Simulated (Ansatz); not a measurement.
Program: Ansatz. Geometries: PBE0-D4/def2-TZVP. ΔE: electronic, gas phase. CCSD(T)/CBS is the MP2 limit (def2-TZVPP, def2-QZVPP) plus CCSD(T) − MP2 in def2-TZVPP, frozen cores. This one scheme is used for every species. Elements past krypton have def2 core potentials. For Ga, In outer-core shells are correlated without core-valence functions, which leaves a few kJ/mol of doubt a bond. Scalar relativity is left out up to krypton. Each species was taken in one conformer, which may not be the lowest.

`C[O][InH2]` + `[NH2][GaH][OH]` → `[OH][GaH][NH][InH2]` + CH₃OH  (ligand exchange at the In–O bond)

```tsv
species	CCSD(T)/CBS(def2) energy (Eh)
`C[O][InH2]`	-306.01914
`[NH2][GaH][OH]`	-2056.27372
`[OH][GaH][NH][InH2]`	-2246.67596
CH₃OH	-115.61712
```

Q: Work out ΔE.

A: ΔE = (-2246.67596) + (-115.61712) − (-306.01914) − (-2056.27372) = -0.00022 Eh = -0.01 eV.

Largest T1 diagnostic among the species: 0.017.

In def2-TZVPP, CCSD(T) changes the Hartree–Fock value by −0.09 eV (the triples alone add −0.01 eV) and MP2 by −0.12 eV. From r2SCAN to r2SCAN0 (25 % exact exchange), in def2-TZVPP and without D4, ΔE moves by −0.04 eV.
